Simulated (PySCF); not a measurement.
## State search for Be2

Unrestricted PBE0; PySCF, no relativity, basis sets Be def2-SVP. Outer shells of the fragments: Be 2s2; Be 2s2.

Followed along the bond (rough minima from three points):

| 2Ms+1 | unpaired | ⟨S²⟩ at the start | R at minimum (Å) | Te (eV) |
| --- | --- | --- | --- | --- |
| 1 | none | 0.00 | 2.53 | 0.00 |
| 3 | σ ↑↑ | 2.00 | 2.17 | 0.36 |
| 3 | σ ↑, π ↑ | 2.04 | 2.05 | 0.48 |
| 1 | σ ↑, π ↓ | 1.03 | 2.04 | 0.90 |
| 3 | π ↑↑ | 2.00 | none in the scan | ≤ 1.81 |

Solutions found at the starting distance of 1.920 Å, counted from the lowest of them; the search is not exhaustive and high or unbound solutions are not listed, so other states can lie among these:

```json
{"2Ms+1": "3", "unpaired": "σ ↑, π ↑", "term": "³Π", "E (eV)": "0.00", "⟨S²⟩": "2.04", "⟨Lz²⟩": "1.00"}
{"2Ms+1": "3", "unpaired": "σ ↑↑", "term": "³Σ⁺", "E (eV)": "0.07", "⟨S²⟩": "2.00", "⟨Lz²⟩": "0.00"}
{"2Ms+1": "1", "unpaired": "none", "term": "¹Σ⁺", "E (eV)": "0.16", "⟨S²⟩": "0.00", "⟨Lz²⟩": "0.00"}
{"2Ms+1": "1", "unpaired": "σ ↑, π ↓", "term": "mixed", "E (eV)": "0.41", "⟨S²⟩": "1.03", "⟨Lz²⟩": "1.00"}
{"2Ms+1": "3", "unpaired": "π ↑↑", "term": "³Σ⁻", "E (eV)": "1.29", "⟨S²⟩": "2.00", "⟨Lz²⟩": "0.00"}
{"2Ms+1": "1", "unpaired": "π ↑↓", "term": "mixed", "E (eV)": "1.49", "⟨S²⟩": "1.00", "⟨Lz²⟩": "2.00"}
{"2Ms+1": "1", "unpaired": "none", "term": "mixed", "E (eV)": "2.07", "⟨S²⟩": "0.00", "⟨Lz²⟩": "2.00"}
{"2Ms+1": "3", "unpaired": "π ↑↑", "term": "mixed", "E (eV)": "3.88", "⟨S²⟩": "2.01", "⟨Lz²⟩": "2.00"}
```

A term symbol is given only where ⟨S²⟩ and ⟨Lz²⟩ are close to those of a pure state; real π, δ and φ orbitals otherwise mix terms, and g/u labels are left off.

Problem. Compare the gap between the two lowest followed solutions at the starting distance with the gap between their minima.

Solution. At PBE0 the second solution (triplet, unpaired electrons σ ↑↑) lies -0.09 eV from the first (singlet, closed shell) at 1.920 Å and +0.36 eV at the minima; the two curves relax by different amounts, since their minima lie near 2.17 and 2.53 Å.
